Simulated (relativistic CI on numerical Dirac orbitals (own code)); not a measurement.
Method of calculation: Dirac-Coulomb-Breit CI, KLI orbitals optimised for each configuration, a model potential for QED, unscaled Slater integrals (own radial code, finite nucleus).

Configuration list (outside the closed core [Ne]): 3s²3p⁶3d⁹, 3s²3p⁵3d¹⁰, 3s3p⁶3d¹⁰, 3s²3p⁶3d⁸4s, 3s²3p⁶3d⁸4p, 3s²3p⁶3d⁸4d, 3s²3p⁴3d¹⁰4s, 3s²3p⁴3d¹⁰4p, 3s²3p⁵3d⁹4s, 3s²3p⁶3d⁸4f, 3s²3p⁴3d¹⁰4d, 3s²3p⁵3d⁹4p, 3s3p⁵3d¹⁰4s, 3s²3p⁶3d⁷4s², 3s3p⁵3d¹⁰4p, 3s²3p⁵3d⁹4d, 3s²3p⁶3d⁷4s4p, 3s3p⁶3d⁹4s, 3s3p⁵3d¹⁰4d, 3s²3p⁶3d⁸5s, 3p⁶3d¹⁰4s, 3s²3p⁶3d⁷4p², 3s²3p⁶3d⁸5p, 3s²3p⁶3d⁷4s4d, 3s²3p⁵3d⁹4f, 3s3p⁶3d⁹4p, 3p⁶3d¹⁰4p, 3s²3p⁶3d⁸5d, 3s²3p⁶3d⁷4p4d, 3s²3p⁵3d⁸4s², 3s²3p⁶3d⁸5f, 3s²3p⁶3d⁸5g, 3p⁶3d¹⁰4d, 3s3p⁶3d⁹4d, 3s²3p⁵3d⁸4s4p, 3s²3p⁶3d⁷4d². Levels of other configurations are missing.

At this charge energies of transitions that change n are usually good to better than 1 %, and those within a shell (Δn = 0) to a few per cent.

Outline of the computed level scheme of Eu XXXVII. Lowest level of each configuration: 3s²3p⁶3d⁹ ²D5/2 at 0.00 eV; 3s²3p⁵3d¹⁰ ²P°3/2 at 336.13 eV; 3s3p⁶3d¹⁰ ²S1/2 at 658.43 eV; 3s²3p⁶3d⁸4s ⁴F9/2 at 1016.69 eV; 3s²3p⁶3d⁸4p ⁴D°7/2 at 1087.88 eV.

Some strong electric-dipole decays among the lowest 45 levels: 3s²3p⁶3d⁸4p ²P°3/2 → 3s²3p⁶3d⁹ ²D5/2 (4.2e+12 s⁻¹); 3s²3p⁶3d⁸4p ²D°5/2 → 3s²3p⁶3d⁹ ²D5/2 (3.4e+12 s⁻¹); 3s²3p⁶3d⁸4p ²D°5/2 → 3s²3p⁶3d⁹ ²D5/2 (3.3e+12 s⁻¹); 3s²3p⁶3d⁸4p ²F°7/2 → 3s²3p⁶3d⁹ ²D5/2 (3.3e+12 s⁻¹); 3s²3p⁶3d⁸4p ⁴F°3/2 → 3s²3p⁶3d⁹ ²D3/2 (2.8e+12 s⁻¹); 3s²3p⁵3d¹⁰ ²P°1/2 → 3s²3p⁶3d⁹ ²D3/2 (2.4e+12 s⁻¹); 3s²3p⁶3d⁸4p ²F°7/2 → 3s²3p⁶3d⁹ ²D5/2 (1.9e+12 s⁻¹); 3s²3p⁶3d⁸4p ⁴D°3/2 → 3s²3p⁶3d⁹ ²D5/2 (1.8e+12 s⁻¹).

LS names give the leading component of a level, which can be under half, so a name can repeat, a term be missing and a line seem to break the LS rules.
